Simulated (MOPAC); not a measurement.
Input for MOPAC: PM3 on CH4O2 (a complex), monomers drawn apart or pushed together.

```
PM3 1SCF PRECISE CHARGE=0 THREADS=1
CH4O2

O      0.27470414 1    -0.11455422 1     0.53960396 1
H     -0.46269598 1    -0.44100008 1     1.07826482 1
H     -0.04261553 1    -0.11150345 1    -0.36776118 1
C     -0.89037016 1    -0.56201398 1     5.05942413 1
O     -1.76930538 1    -0.98611155 1     4.35402950 1
H      0.02982722 1    -0.12453187 1     4.63685147 1
H     -0.97288040 1    -0.59517509 1     6.16050775 1
```

Program output:

```
*******************************************************************************
 **                                                                           **
 **                              MOPAC v23.2.5                                **
 **                                                                           **
 *******************************************************************************
 ** MOPAC's Digital Object Identifier: https://doi.org/10.5281/zenodo.6511958 **
 **                                                                           **
 ** Please cite the open-source release paper for use of this MOPAC version:  **
 ** J. E. Moussa and J. J. P. Stewart (2026)                                  **
 ** MOPAC: An open-source semiempirical molecular orbital program             **
 ** J. Open Source Softw., 11(119), 8025, https://doi.org/10.21105/joss.08025 **
 *******************************************************************************

                              PM3 CALCULATION RESULTS

 *******************************************************************************
 *  PM3        - The PM3 Hamiltonian to be used
 *
 *
 *
 *                 CHARGE ON SYSTEM = 0
 *
 *
 *
 *  PRECISE    - TIGHTER CRITERIA TO BE USED
 *  1SCF       - DO 1 SCF AND THEN STOP
 *  THREADS=1  - MULTI-THREADING NOT USED
 *  T=         - A TIME OF 172800.0 SECONDS REQUESTED
 *  DUMP=N     - RESTART FILE WRITTEN EVERY 7200.0 SECONDS REQUESTED
 *******************************************************************************
PM3 1SCF PRECISE CHARGE=0 THREADS=1
 CH4O2

   ATOM   CHEMICAL          X               Y               Z
  NUMBER   SYMBOL      (ANGSTROMS)     (ANGSTROMS)     (ANGSTROMS)

     1       O          0.27470414  *  -0.11455422  *   0.53960396  *
     2       H         -0.46269598  *  -0.44100008  *   1.07826482  *
     3       H         -0.04261553  *  -0.11150345  *  -0.36776118  *
     4       C         -0.89037016  *  -0.56201398  *   5.05942413  *
     5       O         -1.76930538  *  -0.98611155  *   4.35402950  *
     6       H          0.02982722  *  -0.12453187  *   4.63685147  *
     7       H         -0.97288040  *  -0.59517509  *   6.16050775  *



          CARTESIAN COORDINATES

    NO.       ATOM           X           Y           Z

     1         O          0.2747     -0.1146      0.5396
     2         H         -0.4627     -0.4410      1.0783
     3         H         -0.0426     -0.1115     -0.3678
     4         C         -0.8904     -0.5620      5.0594
     5         O         -1.7693     -0.9861      4.3540
     6         H          0.0298     -0.1245      4.6369
     7         H         -0.9729     -0.5952      6.1605

  H: (PM3): J. J. P. STEWART, J. COMP. CHEM. 10, 209 (1989).
  C: (PM3): J. J. P. STEWART, J. COMP. CHEM. 10, 209 (1989).
  O: (PM3): J. J. P. STEWART, J. COMP. CHEM. 10, 209 (1989).

           Empirical Formula: C H4 O2  =     7 atoms



      MOLECULAR POINT GROUP   :   C1


      RHF CALCULATION, NO. OF DOUBLY OCCUPIED LEVELS = 10


 -------------------------------------------------------------------------------
 PM3 1SCF PRECISE CHARGE=0 THREADS=1
 CH4O2



     1SCF WAS SPECIFIED, SO BFGS WAS NOT USED
     SCF FIELD WAS ACHIEVED


                              PM3 CALCULATION
                                                       MOPAC v23.2.5 Linux




          FINAL HEAT OF FORMATION =        -87.82064 KCAL/MOL =    -367.44154 KJ/MOL


          COSMO AREA              =        102.25 SQUARE ANGSTROMS
          COSMO VOLUME            =         74.53 CUBIC ANGSTROMS

          IONIZATION POTENTIAL    =         10.655510 EV
          HOMO LUMO ENERGIES (EV) =        -10.656  0.783
          NO. OF FILLED LEVELS    =         10
          MOLECULAR WEIGHT        =         48.0414         POINT GROUP:  C1

          MOLECULAR DIMENSIONS (Angstroms)

            Atom       Atom       Distance
            H     7    H     3     6.61193
            H     6    O     5     2.01440
            O     1    H     3     0.13533


          SCF CALCULATIONS        =          1





   ATOM   CHEMICAL          X               Y               Z
  NUMBER   SYMBOL      (ANGSTROMS)     (ANGSTROMS)     (ANGSTROMS)

     1       O          0.27470414  *  -0.11455422  *   0.53960396  *
     2       H         -0.46269598  *  -0.44100008  *   1.07826482  *
     3       H         -0.04261553  *  -0.11150345  *  -0.36776118  *
     4       C         -0.89037016  *  -0.56201398  *   5.05942413  *
     5       O         -1.76930538  *  -0.98611155  *   4.35402950  *
     6       H          0.02982722  *  -0.12453187  *   4.63685147  *
     7       H         -0.97288040  *  -0.59517509  *   6.16050775  *

                             CARTESIAN COORDINATES

   1    O        0.274704140    -0.114554220     0.539603960
   2    H       -0.462695980    -0.441000080     1.078264820
   3    H       -0.042615530    -0.111503450    -0.367761180
   4    C       -0.890370160    -0.562013980     5.059424130
   5    O       -1.769305380    -0.986111550     4.354029500
   6    H        0.029827220    -0.124531870     4.636851470
   7    H       -0.972880400    -0.595175090     6.160507750


           Empirical Formula: C H4 O2  =     7 atoms



      MOLECULAR POINT GROUP   :   C1


                  EIGENVALUES
 -38.09793 -36.47522 -24.14611 -17.33199 -17.10275 -16.41048 -14.51000 -14.34769
 -12.22946 -10.65551   0.78317   2.63607   4.06604   4.13518   5.28113   6.61544


              NET ATOMIC CHARGES AND DIPOLE CONTRIBUTIONS

  ATOM NO.   TYPE          CHARGE      No. of ELECS.   s-Pop       p-Pop
    1          O          -0.360569        6.3606     1.77332     4.58725
    2          H           0.182803        0.8172     0.81720
    3          H           0.177685        0.8223     0.82232
    4          C           0.295612        3.7044     1.18697     2.51742
    5          O          -0.318889        6.3189     1.85843     4.46046
    6          H           0.014189        0.9858     0.98581
    7          H           0.009171        0.9908     0.99083
 DIPOLE           X         Y         Z       TOTAL
 POINT-CHG.     0.487     0.394     0.801     1.016
 HYBRID        -0.460    -0.100    -0.059     0.475
 SUM            0.026     0.294     0.741     0.798


          ATOMIC ORBITAL ELECTRON POPULATIONS

     Atom    s        px        py        pz
    1  O   1.77332   1.44991   1.91734   1.22001
    2  H   0.81720
    3  H   0.82232
    4  C   1.18697   0.86439   0.74061   0.91242
    5  O   1.85843   1.44400   1.32819   1.68827
    6  H   0.98581
    7  H   0.99083

 **********************
 *                    *
 * JOB ENDED NORMALLY *
 *                    *
 **********************




 == MOPAC DONE ==
```

The run finished.

Cost: around 0.03 core-seconds (rough).
